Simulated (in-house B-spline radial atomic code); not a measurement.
# Dy⁶⁺: [Kr] 4d10 (4f5/2)1 (4f7/2)8 5s2 (5p3/2)3 (an excited or competing configuration)

All numbers are computed (Dirac-Hartree-Fock, average of the jj configuration; Fermi nucleus of rms radius 5.2218 fm) with a B-spline radial code for spherical atoms, not measured.

Z_r = [3n² - l(l+1)]/(2<r>); Z_e = n√(-2ε); the last column is Slater's effective charge. Values are occupation-weighted means over j. An effective charge above Z reflects the relativistic contraction of the inner shells.

```tsv
shell	electrons	ε (eV)	<r> (bohr)	Z_r	Z_e	Slater
1s	2	-54196	0.02111	71.04	63.11	65.70
2s	2	-9217.6	0.08914	67.31	52.06	61.85
2p	6	-8214.4	0.07914	63.18	49.14	61.85
3s	2	-2170.4	0.2333	57.86	37.89	54.75
3p	6	-1853	0.2322	53.84	35.01	54.75
3d	10	-1428.5	0.2119	49.56	30.74	44.85
4s	2	-521.92	0.5298	45.30	24.77	38.25
4p	6	-413.91	0.5606	41.03	22.06	38.25
4d	10	-260.48	0.6081	34.54	17.50	26.85
5s	2	-132.72	1.244	30.14	15.62	13.65
5p	3	-103.07	1.412	25.85	13.76	13.65
4f	9	-97.141	0.7494	24.02	10.69	17.20
```

The least bound orbital is 4f5/2 at -95.36 eV, while the most diffuse is 5p3/2 (<r> = 1.412 bohr against 0.7457 bohr): energy order and size order differ.

For the 1s electron the small component carries 6.07 % of the norm, the zero-frequency Breit interaction raises the level by 166.7 eV, self-energy by 100.7 eV, and vacuum polarisation lowers it by 16.91 eV.
